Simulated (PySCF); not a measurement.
**How methods differ on the ionisation energy of Mn⁺**

Mn⁺ [Ar] 3d5 4s1 (7S) → Mn²⁺ [Ar] 3d5 (6S), as a difference of total energies. All numbers are calculated (PySCF 2.14, no relativity, point nucleus, in pcseg-2 (6s4p3d2f1g, 56 functions)). Correlated levels: valence: [Ar] frozen. The calculations carry no spin-orbit coupling.

```csv
method,ionisation energy (eV)
UHF,14.713
M06-L,15.228
M06-2X,15.329
MP2 (valence),15.133
SCS-MP2 (valence),14.853
```

Question: How much does correlation contribute at MP2 (valence)?

Answer: 15.133 − (14.713) = 0.420 eV, measured against UHF.

These non-relativistic numbers lack the scalar-relativistic shift.

Errors of the correlated levels include the incompleteness of this basis and the frozen core.

For comparison: 15.640 eV (measured; NIST Atomic Spectra Database, ionization energies).
